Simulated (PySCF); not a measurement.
singlet silylene (H2Si), singlet, at a GFN2-xTB geometry; BLYP/STO-3G in PySCF.

Here is a job for PySCF.
```python
from pyscf import gto, scf, dft

mol = gto.M(
    atom='''
Si   -0.006668   -0.002780    0.122759
H     0.047787    1.131724   -0.834069
H     0.045568   -1.092808   -0.884561
''',
    basis='sto-3g',
    charge=0,
    spin=0,
    verbose=4,
)

mf = dft.RKS(mol)
mf.xc = 'blyp'
mf.grids.atom_grid = (99, 590)
mf.grids.prune = None
mf.kernel()
```

Question: Predict the main parts of the log of this PySCF run.

Answer: 
```
PySCF version 2.14.0

[INPUT] verbose = 4
[INPUT] num. atoms = 3
[INPUT] num. electrons = 16
[INPUT] charge = 0
[INPUT] spin (= nelec alpha-beta = 2S) = 0
[INPUT] symmetry False subgroup None
[INPUT] Mole.unit = angstrom
[INPUT] Symbol           X                Y                Z      unit          X                Y                Z       unit  Magmom
[INPUT]  1 Si    -0.006668000000  -0.002780000000   0.122759000000 AA   -0.012600693799  -0.005253438626   0.231980889325 Bohr   0.0
[INPUT]  2 H      0.047787000000   1.131724000000  -0.834069000000 AA    0.090304342315   2.138648408597  -1.576161978990 Bohr   0.0
[INPUT]  3 H      0.045568000000  -1.092808000000  -0.884561000000 AA    0.086111040044  -2.065107826734  -1.671578030471 Bohr   0.0

nuclear repulsion = 10.214761496596
number of shells = 7
number of NR pGTOs = 33
number of NR cGTOs = 11
basis = sto-3g
ecp = {}

******** <class 'pyscf.dft.rks.RKS'> ********
method = RKS
initial guess = minao
damping factor = 0
level_shift factor = 0
DIIS = <class 'pyscf.scf.diis.CDIIS'>
diis_start_cycle = 1
diis_space = 8
diis_damp = 0
SCF conv_tol = 1e-09
SCF conv_tol_grad = None
SCF max_cycles = 50
direct_scf = True
direct_scf_tol = 1e-13
XC library pyscf.dft.libxc version 7.1.2
    S. Lehtola, C. Steigemann, M. J. T. Oliveira, and M. A. L. Marques,  SoftwareX 7, 1–5 (2018)
XC functionals = blyp
    A. D. Becke,  Phys. Rev. A 38, 3098 (1988)
    C. Lee, W. Yang, and R. G. Parr,  Phys. Rev. B 37, 785 (1988)
    B. Miehlich, A. Savin, H. Stoll, and H. Preuss,  Chem. Phys. Lett. 157, 200 (1989)
radial grids:
    Treutler-Ahlrichs [JCP 102, 346 (1995); DOI:10.1063/1.469408] (M4) radial grids

becke partition: Becke, JCP 88, 2547 (1988); DOI:10.1063/1.454033
pruning grids: None
grids dens level: 3
symmetrized grids: False
atomic radii adjust function: <function treutler_atomic_radii_adjust>
User specified grid scheme (99, 590)
small_rho_cutoff = 0
Set gradient conv threshold to 3.16228e-05
Initial guess from minao.
tot grids = 175232
init E= -286.883555891267
  HOMO = -0.16739009750368  LUMO = -0.0411175524102621  gap/eV = 3.43605
cycle= 1 E= -287.174917522637  delta_E= -0.291  |g|= 0.125  |ddm|=  1.9
  HOMO = -0.0832039602964719  LUMO = -0.0107354620520727  gap/eV = 1.97197
cycle= 2 E= -287.177438588335  delta_E= -0.00252  |g|= 0.0945  |ddm|= 0.381
  HOMO = -0.0697231064185354  LUMO = 0.00881135411981887  gap/eV = 2.13703
cycle= 3 E= -287.181467680169  delta_E= -0.00403  |g|= 0.00875  |ddm|= 0.21
  HOMO = -0.0717142217009345  LUMO = 0.00796250339573479  gap/eV = 2.16811
cycle= 4 E= -287.181510931056  delta_E= -4.33e-05  |g|= 0.000169  |ddm|= 0.0249
  HOMO = -0.0717299407852227  LUMO = 0.0079715278410265  gap/eV = 2.16879
cycle= 5 E= -287.181510945206  delta_E= -1.41e-08  |g|= 3.83e-06  |ddm|= 0.000327
  HOMO = -0.0717316657836548  LUMO = 0.0079698694108945  gap/eV = 2.16879
cycle= 6 E= -287.181510945214  delta_E= -7.39e-12  |g|= 7.94e-08  |ddm|= 8.79e-06
  HOMO = -0.0717316499809677  LUMO = 0.00796988081225358  gap/eV = 2.16879
Extra cycle  E= -287.181510945214  delta_E= -5.68e-14  |g|= 8.99e-08  |ddm|= 6.92e-07
converged SCF energy = -287.181510945214
```
